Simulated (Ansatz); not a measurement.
Born–Oppenheimer molecular dynamics of CH$_{5}$AlBNO (10 atoms, charge 0, multiplicity 1). It starts from a relaxed structure.

Computed with UKS B3LYP-D4/STO-3G (Ansatz 0.2.0).

```
ensemble        : NVT, Langevin thermostat
time step       : 1 fs
steps asked     : 166
set temperature : 500 K
friction        : 0.005 /fs
seed            : 738195
```

First frame:

```xyz
10
Properties=species:S:1:pos:R:3
B -1.217 0.309 -0.484
C -0.457 -0.833 0.381
N 0.974 -0.397 0.468
Al 1.174 1.093 -0.371
O -0.472 1.339 -0.916
H -2.367 0.244 -0.723
H -0.555 -1.829 -0.104
H -0.917 -0.943 1.387
H 1.598 -1.035 0.999
H 2.323 2.001 -0.634
```

(1) What does the run give?

(2) What happens to the structure?

(3) How do temperature and energy run in time?

## Answers

(1) The run went to its last step.

- steps done: 166
- time covered: 166 fs
- mean temperature over the second half: 418 K
- spread of the potential energy over the second half: 8.6 meV per atom
- mean potential energy of the second half above the start: 42.3 meV per atom

The mean temperature of the second half is 16 % below the set value. A run of 0.17 ps of so small a system gives no equilibrium averages. Limits of this set-up: minimal basis.

(2) The same pairs are bonded in the first frame and the last. Pairs count as bonded within 1.25 times the sum of covalent radii (0.12 Å more for H–H). The details hang on the random start.

(3) 
```csv
time (fs),T (K),potential energy less start (eV)
0.0,450,0.000
8.0,174,0.393
16.0,293,0.254
24.0,233,0.296
32.0,290,0.323
40.0,290,0.254
48.0,212,0.407
56.0,337,0.312
64.0,331,0.346
72.0,317,0.373
80.0,386,0.281
88.0,342,0.417
96.0,378,0.429
104.0,415,0.376
112.0,483,0.378
120.0,332,0.665
128.0,410,0.538
136.0,484,0.352
144.0,435,0.457
152.0,414,0.370
160.0,365,0.436
```

The run took 2.9 min on 1 thread of AMD EPYC 9R45 96-Core Processor (Zen 5), on a shared host, peak memory 0.15 GiB.
